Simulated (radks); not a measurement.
Q: The iridium ion Ir4+, configuration [Xe] 4f14 5d5. All-electron calculation, Dirac Kohn-Sham, BLYP, spin-unpolarised, spherical densities, point nucleus; open shells fill j = l - 1/2 first. Program: a radial shooting solver on a logarithmic mesh with Libxc functionals. Some entries of the table are withheld. Estimate them.

| orbital | occ. | eigenvalue (eV) | <r> (bohr) |
|---|---|---|---|
| 1s1/2 | 2 | -76075.58 | (1) |
| 2s1/2 | 2 | -13336.75 | 0.07294 |
| 2p1/2 | 2 | -12776.57 | 0.06016 |
| 2p3/2 | 4 | -11148.27 | 0.06848 |
| 3s1/2 | 2 | -3154.647 | 0.1899 |
| 3p1/2 | 2 | (2) | 0.1801 |
| 3p3/2 | 4 | (3) | 0.1954 |
| 3d3/2 | 4 | (4) | 0.1705 |
| 3d5/2 | 6 | (5) | 0.1751 |
| 4s1/2 | 2 | -709.4072 | (6) |
| 4p1/2 | 2 | -603.7026 | 0.4266 |
| 4p3/2 | 4 | -519.3298 | 0.4604 |
| 4d3/2 | 4 | -346.2046 | 0.4719 |
| 4d5/2 | 6 | -330.5466 | 0.4831 |
| 5s1/2 | 2 | -143.8779 | 0.9728 |
| 5p1/2 | 2 | -110.3868 | 1.053 |
| 4f5/2 | 6 | -110.3054 | (7) |
| 4f7/2 | 8 | -107.1796 | (8) |
| 5p3/2 | 4 | -96.3856 | 1.144 |
| 5d3/2 | 4 | (9) | 1.469 |
| 5d5/2 | 1 | (10) | 1.508 |

A: 
(1) 1s1/2 <r> (bohr): 0.01743
(2) 3p1/2 eigenvalue (eV): -2903.977
(3) 3p3/2 eigenvalue (eV): -2547.450
(4) 3d3/2 eigenvalue (eV): -2129.389
(5) 3d5/2 eigenvalue (eV): -2052.350
(6) 4s1/2 <r> (bohr): 0.4232
(7) 4f5/2 <r> (bohr): 0.5305
(8) 4f7/2 <r> (bohr): 0.5380
(9) 5d3/2 eigenvalue (eV): -50.9601
(10) 5d5/2 eigenvalue (eV): -49.3880
